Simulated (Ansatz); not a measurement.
`[CH3][SnH]([SiH3])[Cl]`, relaxed with RKS PBE0-D4/def2-TZVP in Ansatz 0.2.0 from a PBE-D4/def2-SVP geometry. The force threshold is 0.005 eV/Å; the program also tests the step.

The species carries charge 0 and has multiplicity 1. Sn takes the def2 core potential.

Start:

```xyz
11

C     0.078    1.269   -1.556
Sn   -0.467   -0.535   -0.491
Si    0.177   -0.550    2.014
Cl    0.875   -2.268   -1.456
H     1.162    1.448   -1.431
H    -0.489    2.130   -1.151
H    -0.154    1.143   -2.630
H    -2.107   -0.999   -0.815
H    -0.592    0.516    2.750
H     1.648   -0.265    2.142
H    -0.130   -1.889    2.625
```

**Question.** How much energy does the relaxation release, and in how many steps? (Best estimate.)

**Answer.** Computed: 4.68 kJ/mol, in 6 steps.

**Question.** Which bonds change most? (Estimate.)

**Answer.** Computed: Sn2–Cl4 from 2.395 to 2.354 Å; C1–Sn2 from 2.165 to 2.134 Å; Sn2–H8 from 1.734 to 1.711 Å; Sn2–Si3 from 2.586 to 2.564 Å.

**Question.** Give the relaxed structure. (Estimate.)

**Answer.** The calculation gave: 
```xyz
11

C     0.079    1.252   -1.549
Sn   -0.457   -0.513   -0.475
Si    0.180   -0.548    2.008
Cl    0.842   -2.220   -1.447
H     1.143    1.445   -1.419
H    -0.493    2.104   -1.179
H    -0.136    1.102   -2.606
H    -2.074   -0.969   -0.795
H    -0.593    0.491    2.740
H     1.631   -0.259    2.140
H    -0.122   -1.883    2.582
```
